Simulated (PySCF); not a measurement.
## Boron: a sound run and one with changed settings

Sound run: B(2+) [He] 2s1, B(3+) 1s2. Calculation: PySCF 2.14, in cc-pVDZ; the non-relativistic Hamiltonian (point nucleus). The sound run starts from symmetry-adapted Hartree-Fock orbitals and uses a fine grid where one is needed.

Changed run: initial guess minao, at most 50 SCF cycles.

```json
{"species": "B(2+)", "method": "UHF", "sound run (hartree)": "-23.37140", "changed run (hartree)": "-23.37140", "converged": "yes"}
{"species": "B(2+)", "method": "M06-2X", "sound run (hartree)": "-23.42990", "changed run (hartree)": "-23.42990", "converged": "yes"}
{"species": "B(2+)", "method": "M06-L", "sound run (hartree)": "-23.43497", "changed run (hartree)": "-23.43497", "converged": "yes"}
{"species": "B(3+)", "method": "UHF", "sound run (hartree)": "-21.98543", "changed run (hartree)": "-21.98543", "converged": "yes"}
{"species": "B(3+)", "method": "M06-2X", "sound run (hartree)": "-22.03289", "changed run (hartree)": "-22.03289", "converged": "yes"}
{"species": "B(3+)", "method": "M06-L", "sound run (hartree)": "-22.07002", "changed run (hartree)": "-22.07002", "converged": "yes"}
```

Here the plain start reaches the same solutions.
